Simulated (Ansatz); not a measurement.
Molecule: 2,3-dihydro-1,4-diselenine, C$_{4}$H$_{6}$Se$_{2}$, charge 0, multiplicity 1. SMILES: C1=C[Se]CC[Se]1
Geometry from a B3LYP-D3(BJ)/def2-TZVP (Ansatz, a program for electronic structure) optimisation:
```
C
H 1 1.0870
H 1 1.0909 2 108.69
C 1 1.5170 2 111.49 3 122.09
H 4 1.0870 1 111.49 2 173.85
H 4 1.0909 5 108.69 1 -122.09
Se 4 1.9687 5 108.52 6 -112.11
C 7 1.9018 4 99.72 5 -75.82
C 8 1.3295 7 129.52 4 -11.17
H 9 1.0833 8 119.28 7 178.10
H 8 1.0833 9 119.28 10 -1.29
Se 9 1.9018 10 111.20 8 -179.49
```

Quantity: atomisation energy (electronic, to ground-state atoms), in kJ/mol. Cores are frozen in the correlated levels unless marked. UHF or UKS for open shells. No spin-orbit coupling. The frozen core is the preceding noble-gas configuration, with the filled d and f shells of earlier blocks. No relativistic terms. The coupled-cluster limit lacks core correlation, which all-electron functionals hold. CBS marks a two-point X^-3 extrapolation of the correlation energy; Hartree-Fock from the larger set.

| level | program | atomisation energy (kJ/mol) |
|---|---|---|
| revPBE-D3(BJ)/def2-TZVPD | Ansatz + dftd3 | [?] |
| B3LYP/def2-TZVPD | Ansatz | 4575.7 |
| B2PLYP-D3(BJ)/def2-TZVPD | Ansatz + dftd3 | 4602.1 |
| SCS-MP2/aug-cc-pVTZ | Ansatz | 4578.5 |
| CCSD/cc-pVTZ | Ansatz | [?] |
| CCSD(T)/CBS(cc-pVTZ,cc-pVQZ) | Ansatz | [?] |

**Question.** Fill in the missing entries.

**Answer.** 
- revPBE-D3(BJ)/def2-TZVPD, atomisation energy (kJ/mol): 4667.7
- CCSD/cc-pVTZ, atomisation energy (kJ/mol): 4403.1
- CCSD(T)/CBS(cc-pVTZ,cc-pVQZ), atomisation energy (kJ/mol): 4629.7
